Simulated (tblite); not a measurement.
Input of a run (GFN2-xTB geometry optimisation, gas phase (tblite 0.8.0)), started from a force field or distance geometry:
```
{"job": {"kind": "relax", "xc": "GFN2-xTB", "basis": "xTB"}, "charge": 0, "multiplicity": 2}
N      2.893500     0.148400     0.453800
C      1.879900    -0.846200     0.091900
Si     0.385500    -0.460800     1.140300
N     -1.022700    -1.287300     0.364200
C     -2.033600    -0.315500     0.216300
C     -1.594900     1.052800     0.432600
N     -0.198700     1.194200     0.689100
H      3.160500     0.114300     1.461900
H      2.425300     1.078300     0.286900
H      2.253200    -1.875200     0.259900
H      1.610600    -0.664100    -0.969400
H     -0.717000    -1.749400    -0.510900
H     -2.441500    -0.403500    -0.819400
H     -2.868200    -0.595100     0.893300
H     -1.830700     1.725200    -0.434100
H     -2.178100     1.488200     1.298200
H      0.269800     1.407900    -0.214700
```

Output (eV, eV/Å):
```
step      E/eV     max force
  0    -596.70698    3.849
  1    -597.14168    0.890
  2    -597.19309    0.525
  3    -597.24471    0.582
  4    -597.28137    0.499
  5    -597.31485    0.412
  6    -597.33753    0.407
  7    -597.36932    0.556
  8    -597.40116    0.625
  9    -597.42871    0.439
 10    -597.44792    0.350
 11    -597.46398    0.358
 12    -597.48540    0.410
 13    -597.51152    0.425
 14    -597.53215    0.339
 15    -597.54571    0.252
 16    -597.55591    0.269
 17    -597.56304    0.395
 18    -597.57229    0.273
 19    -597.58170    0.298
 20    -597.59250    0.256
 21    -597.59951    0.233
 22    -597.60882    0.271
 23    -597.61710    0.330
 24    -597.61897    0.705
 25    -597.63261    0.218
 26    -597.64189    0.219
 27    -597.65750    0.417
 28    -597.66445    0.299
 29    -597.67426    0.273
 30    -597.68292    0.243
 31    -597.68871    0.295
 32    -597.69523    0.382
 33    -597.70008    0.188
 34    -597.70312    0.198
 35    -597.70478    0.189
 36    -597.70901    0.200
 37    -597.71274    0.170
 38    -597.71674    0.182
 39    -597.72074    0.265
 40    -597.72604    0.312
 41    -597.73295    0.335
 42    -597.73909    0.520
 43    -597.75045    0.298
 44    -597.75820    0.384
 45    -597.76806    0.244
 46    -597.77401    0.306
 47    -597.77815    0.251
 48    -597.78101    0.182
 49    -597.78321    0.140
 50    -597.78623    0.110
 51    -597.78824    0.116
 52    -597.79018    0.094
 53    -597.79130    0.074
 54    -597.79210    0.074
 55    -597.79278    0.062
 56    -597.79347    0.066
 57    -597.79407    0.086
 58    -597.79451    0.080
 59    -597.79487    0.063
 60    -597.79524    0.046
 61    -597.79558    0.040
 62    -597.79587    0.056
 63    -597.79621    0.051
 64    -597.79678    0.056
 65    -597.79775    0.078
 66    -597.79895    0.087
 67    -597.80010    0.069
 68    -597.80104    0.062
 69    -597.80182    0.050
 70    -597.80253    0.051
 71    -597.80302    0.047
 72    -597.80333    0.045
 73    -597.80358    0.047
 74    -597.80378    0.039
 75    -597.80391    0.024
 76    -597.80398    0.016
 77    -597.80402    0.013
 78    -597.80406    0.014
 79    -597.80409    0.019
 80    -597.80413    0.022
 81    -597.80417    0.017
 82    -597.80422    0.015
 83    -597.80430    0.017
 84    -597.80438    0.017
 85    -597.80443    0.022
 86    -597.80447    0.022
 87    -597.80451    0.020
 88    -597.80456    0.016
 89    -597.80461    0.015
 90    -597.80465    0.018
 91    -597.80470    0.018
 92    -597.80477    0.021
 93    -597.80487    0.023
 94    -597.80501    0.022
 95    -597.80513    0.025
 96    -597.80525    0.026
 97    -597.80537    0.021
 98    -597.80550    0.022
 99    -597.80563    0.031
100    -597.80579    0.036
101    -597.80601    0.043
102    -597.80626    0.042
103    -597.80656    0.035
104    -597.80681    0.039
105    -597.80708    0.041
106    -597.80746    0.053
107    -597.80805    0.071
108    -597.80881    0.076
109    -597.80955    0.100
110    -597.80400    0.311
111    -597.81043    0.058
112    -597.81082    0.050
113    -597.81130    0.113
114    -597.81187    0.038
115    -597.81209    0.037
116    -597.81259    0.047
117    -597.81276    0.024
118    -597.81291    0.025
119    -597.81299    0.021
120    -597.81308    0.021
121    -597.81316    0.026
122    -597.81324    0.023
123    -597.81332    0.023
124    -597.81340    0.029
125    -597.81350    0.033
126    -597.81359    0.027
127    -597.81364    0.027
128    -597.81366    0.015
129    -597.81368    0.010
```

**Question.** Summarise the run.

**Answer.** The energy falls by 1.107 eV over 129 L-BFGS steps, the largest force on an atom goes from 3.85 to 0.010 eV/Å, and the atoms move by 0.508 Å rms after alignment. The bond that changes most is Si3–N4 (ends: silicon bonded to C and 2 N; nitrogen bonded to C, Si and H), which shortens by 0.087 Å. Bonds longer at the end by more than 0.005 Å: 4 of 17; shorter: 13. Among the angles that change most is Si3–N4–H12, from 109.7° to 128.2°. Among the dihedrals that turn most is N4–Si3–N7–H17, from -93° to 157°. The energy rose by more than 1e-5 eV at step 110. The first step brought 39 % of the lowering.

**Question.** What are the final bond lengths?

**Answer.** N1–C2 1.452 Å, C2–Si3 1.941 Å, Si3–N4 1.720 Å, N4–C5 1.441 Å, C5–C6 1.529 Å, C6–N7 1.445 Å, Si3–N7 1.742 Å, N1–H8 1.014 Å, N1–H9 1.014 Å, C2–H10 1.091 Å, C2–H11 1.094 Å, N4–H12 1.004 Å, C5–H13 1.100 Å, C5–H14 1.096 Å, C6–H15 1.095 Å, C6–H16 1.100 Å, N7–H17 1.008 Å. Numbering counts from 1 in the input's order; the species is `NC[Si]1NCCN1` [radical].

Hardware: an Arm Neoverse V2 with one thread, shared host. Cost: 0.71 s.

Its GFN2-xTB frequencies are all real (lowest 31 cm⁻¹).

One conformer stands for the species.

These are computed values.
